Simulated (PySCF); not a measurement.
**Polarisability and C₆ of Cr⁺ (chromium, charge +1)**

[Ar] 3d4 4s1, high-spin 6D determinant (an excited configuration). Computed with PySCF 2.14 in def2-TZVPPD (6s6p4d2f1g, 67 functions), with the non-relativistic Hamiltonian (point nucleus). Coupled (time-dependent) response in atomic units; α is the mean over directions.

```tsv
method	mean α (bohr³)	α xx, yy, zz	C₆ (like pair)	S(−4)
UHF	47.15	47.85, 47.85, 45.75	276.1	2100
PBE	33.77	34.18, 34.18, 32.95	180.9	974.7
PBE0	36.63	37.17, 37.17, 35.56	200.1	1184
```

S(−4) is the Cauchy moment in α(ω) = α(0) + S(−4) ω² + …

α(iu) at PBE0:

| u (hartree) | α(iu) (bohr³) |
| --- | --- |
| 0 | 36.63 |
| 0.0500 | 33.92 |
| 0.100 | 27.94 |
| 0.200 | 17.14 |
| 0.300 | 11.14 |
| 0.500 | 6.079 |
| 0.750 | 3.835 |
| 1.00 | 2.832 |
| 1.50 | 1.858 |
| 2.00 | 1.341 |
| 3.00 | 0.7882 |
| 5.00 | 0.3583 |

For an ion, C₆ is the dispersion term alone; charge-induced terms of lower order in 1/R come first.

The components differ because the open shell of this determinant is not spherical; for a pure term their mean is the scalar polarisability.
